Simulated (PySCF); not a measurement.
# Simulated characterisation data

PySCF 2.14.0 with density-fitted response routines calculation with GFN2-xTB geometry and NMR shieldings at PBE0/pcSseg-1/GIAO; no solvent, non-relativistic, rapidly exchanging positions averaged, one conformer.

References, each an isolated molecule treated in the same way: 1H and 13C against TMS. Splittings of carbon signals by F and P are missing where no couplings were computed. Where no couplings were computed, multiplicities follow the n + 1 count of equivalent neighbours, and m marks all less simple cases (inequivalent or close neighbours, rings, F or P nearby). Shifts are as computed. Against solution values, carbons near 30 ppm lie about +3 ppm off and those near 130 ppm about +5 ppm. Of 1309 compounds with measured shifts, 239 miss one by over three times the rms of a fit or turn the order of signals round; such compounds aren't used in these exercises. OH and NH positions are gas-phase values without hydrogen bonding to other molecules.

Compound 1 (C6H7FN2Si). 1H NMR (600 MHz, computed): δ 8.05 (br s, 1H), 6.88 (m, 1H), 4.64 (q, 2H), 0.41 (t, 3H). 13C{1H} NMR (computed): δ 161.2, 126.8, 107.7, 105.0, 99.6, -5.0. Structure: `Fc1c(C#C[SiH2]C)nc[nH]1`.

Compound 2 (C6H11NO2Si). 1H NMR (600 MHz, computed): δ 7.56 (m, 1H), 7.47 (m, 1H), 6.89 (m, 1H), 5.38 (s, 1H), 2.62 (s, 6H), 1.56 (br s, 1H). 13C{1H} NMR (computed): δ 152.2 (CH), 146.7 (CH), 122.4 (C), 120.7 (CH), 37.6 (CH3). Structure: `CN(C)[Si@@H](O)c1ccoc1`.
